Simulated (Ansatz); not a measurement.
`[OH][K]`, relaxed with RKS PBE0-D4/def2-TZVP in Ansatz 0.2.0 from a PBE-D4/def2-SVP geometry. The force threshold is 0.005 eV/Å; the program also tests the step.

Charge 0, multiplicity 1.

Start:

```xyz
3

O     0.161    0.346   -0.140
K    -0.708   -1.520    0.613
H     0.547    1.174   -0.472
```

Question: By how much does the energy fall, and how many steps does the optimiser take? (An estimate is asked.)

Answer: Ansatz gave: 0.88 kJ/mol, in 3 steps.

Question: Which bonds change most? (Best estimate.)

Answer: Computed: O1–K2 from 2.192 to 2.210 Å; O1–H3 from 0.972 to 0.955 Å.

Question: Give the relaxed structure. (Best estimate.)

Answer: Ansatz gave: 
```xyz
3

O     0.166    0.356   -0.144
K    -0.711   -1.525    0.615
H     0.545    1.169   -0.471
```
